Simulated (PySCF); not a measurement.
A side-by-side comparison of computed properties.

First species: C₅H₁₁NOS.
SMILES with atom numbers: `[CH3:1][O:2][CH2:3][C:4](=[S:5])[N:6]([CH3:7])[CH3:8]` (hydrogens: H9, H10, H11 on C1; H12, H13 on C3; H14, H15, H16 on C7; H17, H18, H19 on C8)

Second species: C6H6FN3.
Atom-mapped SMILES: `[CH:1]#[C:2][c:3]1[n:4][n:5]([CH2:6][CH3:7])[n:8][c:9]1[F:10]` (hydrogens: H11 on C1; H12, H13 on C6; H14, H15, H16 on C7)

Structure used (GFN2-xTB), in Å, numbered top down from 1:
```
atom  x, y, z in Å
C1     4.0886    0.4261   -0.1892
C2     2.9297    0.1172   -0.1507
C3     1.5851   -0.2854   -0.1329
N4     0.6006    0.3468    0.5078
N5    -0.4749   -0.3547    0.2754
C6    -1.7670    0.0363    0.7611
C7    -2.4634    0.9547   -0.2384
N8    -0.3014   -1.4164   -0.4795
C9     0.9899   -1.4041   -0.7545
F10    1.5716   -2.3305   -1.4983
H11    5.0997    0.7023   -0.2172
H12   -1.6138    0.5524    1.7108
H13   -2.3483   -0.8744    0.9161
H14   -1.8633    1.8455   -0.4076
H15   -3.4336    1.2529    0.1482
H16   -2.6071    0.4403   -1.1853
```

Levels: PBE0/pcSseg-1 for dipole moment, HOMO energy, LUMO energy and HOMO–LUMO gap; GFN2-xTB for rotational constant A and rotational constant C. Geometries: GFN2-xTB. Each species is one conformer at its optimised geometry, gas phase, non-relativistic unless stated; the electronic structure was computed with PySCF and density fitting.

Dipoles, sizes and rotational constants follow the conformer. The torsions of the flexible species, by atom-mapped SMILES:
- `[CH3:1][O:2][CH2:3][C:4](=[S:5])[N:6]([CH3:7])[CH3:8]`: C1–O2–C3–C4 70°, O2–C3–C4–S5 -131°, C3–C4–N6–C7 -178°
- `[CH:1]#[C:2][c:3]1[n:4][n:5]([CH2:6][CH3:7])[n:8][c:9]1[F:10]`: N4–N5–C6–C7 89°

Values for the first species:

```
Dipole moment         : 3.86 D
HOMO energy           : -5.86 eV
LUMO energy           : -0.81 eV
HOMO–LUMO gap         : 5.05 eV
Rotational constant A : 2.008 GHz
Rotational constant C : 0.997 GHz
```

Task: Estimate the same properties for the second species, and the change in each.

Result: 
```csv
property,first,second,second less first
dipole moment,3.86 D,2.14 D,-1.72 D
HOMO energy,-5.86 eV,-7.22 eV,-1.36 eV
LUMO energy,-0.81 eV,-0.88 eV,-0.07 eV
HOMO–LUMO gap,5.05 eV,6.34 eV,+1.29 eV
rotational constant A,2.008 GHz,2.541 GHz,+0.533 GHz
rotational constant C,0.997 GHz,0.712 GHz,-0.285 GHz
```

On the first: The dipole matches unit charges of opposite sign 0.80 Å apart (1 e·Å = 4.8032 D). A dipole of 3.86 D is allowed in C1, and pure rotational transitions are dipole-allowed.

On the second: A dipole of 2.14 D is allowed in C1, and pure rotational transitions are dipole-allowed. The dipole matches unit charges of opposite sign 0.45 Å apart (1 e·Å = 4.8032 D).
